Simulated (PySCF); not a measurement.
Mo(O)2(Cl)(OSiH3) (ClH3MoO3Si), SMILES [O]=[Mo](=[O])([Cl])[O][SiH3], multiplicity 1. The structure is a stationary point at PBE0-D3(BJ)/def2-SVP. The spin state was assumed, not searched. The def2 effective core potentials stand for the cores of Mo; spin–orbit coupling is left out. Other conformers were not sampled.

Computed equilibrium geometry at PBE0-D3(BJ)/def2-SVP (PySCF confirms it by a frequency run) as a Z-matrix, and its point group (one conformer of several):
point group Cs.
```
O
Si 1 1.6853
H 2 1.4878 1 107.24
H 2 1.4888 3 110.89 1 118.26
H 2 1.4888 3 110.89 4 123.49
Mo 1 1.8386 2 162.04 3 180.00
O 6 1.6669 1 109.85 2 58.54
O 6 1.6669 7 106.71 1 119.03
Cl 6 2.2714 7 109.62 8 118.63
```
Charge 0, spin multiplicity 1.
